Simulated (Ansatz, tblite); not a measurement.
Cost and result up the ladder for B₈N⁺ (9 atoms). The state is a singlet with charge 1. Geometry: PBE0-D4/def2-SVP.

Cartesian coordinates in Å:
```
N 1.741 1.816 0.049
B 1.110 1.136 1.008
B 1.028 1.267 -0.936
B -0.841 -1.302 1.330
B -0.957 -1.116 -1.418
B -0.047 0.188 -1.522
B -1.402 -1.784 -0.061
B 0.082 -0.018 1.532
B -0.715 -0.186 0.018
```

Ansatz on 4 threads of Intel Xeon Platinum 8488C on a shared host; xTB runs through tblite on one thread. Times are rough, summed over both states, and most runs start from the orbitals of an earlier one. ωB97X-V/def2-TZVP serves as the yardstick here, not as an exact answer. Differences are given only for rows in sets of like size (and for xTB, whose basis is part of the method), since another set adds its own error. The other state is a triplet at its own geometry, which has other bonds, so the gap mixes isomer and spin.

The xTB rows come from tblite. B3LYP takes the VWN-RPA correlation. The structure comes from a short search, and lower isomers may exist.

Run but left out: MP2/def2-TZVP (triplet: ⟨S²⟩ 2.23, where a pure state has 2.00).

xTB has no spin-polarisation term.

```json
{"level": "GFN1-xTB", "functions": "36", "wall time": "0.01 s"}
{"level": "GFN2-xTB", "functions": "36", "wall time": "0.015 s"}
{"level": "HF/6-31G", "functions": "81", "wall time": "1.3 s"}
{"level": "B3LYP-D4/6-31G", "functions": "81", "wall time": "2.4 s"}
{"level": "PBE-D4/def2-TZVP", "functions": "279", "wall time": "6.3 s"}
{"level": "r2SCAN-D4/def2-TZVP (with forces)", "functions": "279", "wall time": "12 s"}
{"level": "PBE0-D4/def2-TZVP", "functions": "279", "wall time": "12 s"}
{"level": "CAM-B3LYP-D4/def2-TZVP", "functions": "279", "wall time": "15 s"}
{"level": "ωB97X-V/def2-TZVP", "functions": "279", "wall time": "39 s"}
```

Q: Estimate what each level gives for the triplet − singlet (eV).

A: 
```csv
level,triplet − singlet (eV),difference from ωB97X-V/def2-TZVP (eV),remarks
GFN1-xTB,0.34,-0.06,–
GFN2-xTB,0.28,-0.12,–
HF/6-31G,0.21,–,spin-contaminated (⟨S²⟩ 2.21) (triplet)
B3LYP-D4/6-31G,0.17,–,–
PBE-D4/def2-TZVP,0.05,-0.35,–
r2SCAN-D4/def2-TZVP (with forces),-0.03,-0.43,–
PBE0-D4/def2-TZVP,0.14,-0.26,–
CAM-B3LYP-D4/def2-TZVP,0.28,-0.12,–
ωB97X-V/def2-TZVP,0.40,0.00,–
```
